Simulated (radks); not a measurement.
Charge is removed step by step from the 5p (averaged over the sub-levels emptied) level of neutral mercury, starting from [Hg]. Method: Dirac Kohn-Sham, LDA (Slater exchange, Perdew-Wang correlation), spin-unpolarised, spherical densities, point nucleus; computed with a radial shooting solver on a logarithmic mesh with Libxc functionals.

removed (e)  E - E(0) (eV)  eigenvalue (eV)  E minus straight line (eV)
0                    0.000          -67.960                       0.000
0.1                  6.861          -69.271                      -0.621
0.2                 13.855          -70.606                      -1.109
0.3                 20.983          -71.963                      -1.463
0.4                 28.248          -73.340                      -1.680
0.5                 35.652          -74.739                      -1.758
0.6                 43.197          -76.156                      -1.695
0.7                 50.884          -77.593                      -1.490
0.8                 58.716          -79.047                      -1.140
0.9                 66.694          -80.519                      -0.644
1                   74.820          -82.007                       0.000

Removing the whole electron costs 74.820 eV by Delta-SCF, against 67.960 eV from minus the eigenvalue at the starting occupation. Slater's transition state (half an electron removed) gives 74.739 eV. Integrating minus the eigenvalue over the occupation (Janak's theorem) gives 74.820 eV. The mean slope of the eigenvalue, de/dn, is 14.0 eV per electron.
